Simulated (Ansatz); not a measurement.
F$_{4}$Ta, doublet, at a GFN2-xTB geometry (such geometries of metal compounds can be far from the true shape) (the multiplicity is a formal guess) (core potentials on Ta); Ansatz (an electronic-structure program) with PBE0/def2-SVP.

Ansatz was given this input:
Ansatz 0.2 input:
```yaml
crystal:
  periodic: [false, false, false]
  atoms:
    - {symbol: Ta, position_ang: [0.00000000, 0.00000000, -0.00000000]}
    - {symbol: F, position_ang: [0.51886739, 1.16694161, -1.28956491]}
    - {symbol: F, position_ang: [0.10389302, -1.25026783, 1.31148402]}
    - {symbol: F, position_ang: [-0.44161278, -1.25382413, -1.23566053]}
    - {symbol: F, position_ang: [-0.18114763, 1.33715035, 1.21374142]}
basis:
  gaussian:
    orbitals: def2-SVP
hamiltonian:
  xc: pbe0
magnetization: {spin_polarized: true, initial_magnetization: 1}
```

What the program printed (banner, timings and long lists left out):

```
Functional definition: PBE0
821 factors; integrals over basis functions are off by at most 5.7e-4 eV
mean field evaluation 1: about -12399.2566 eV, gradient 4.5e1 eV
mean field evaluation 2: about -12373.0977 eV, gradient 1.0e2 eV
mean field evaluation 4: about -12405.8537 eV, gradient 1.6e0 eV
mean field evaluation 8: about -12405.9889 eV, gradient 1.3e-1 eV
mean field evaluation 16: about -12405.9890 eV, gradient 4.0e-5 eV
mean field -12405.98901118 eV, -455.9116870795 hartree, gradient 2.0e-5 eV, S^2 0.751882; 0 other end points of the search recorded, 0 dependent functions left out
reference -12405.98905632 eV, -455.9116887385 hartree; 25, 24 occupied and 63, 64 virtual orbitals, 821 factors
Total energy: -12405.98905632 eV, -455.9116887385 hartree
```
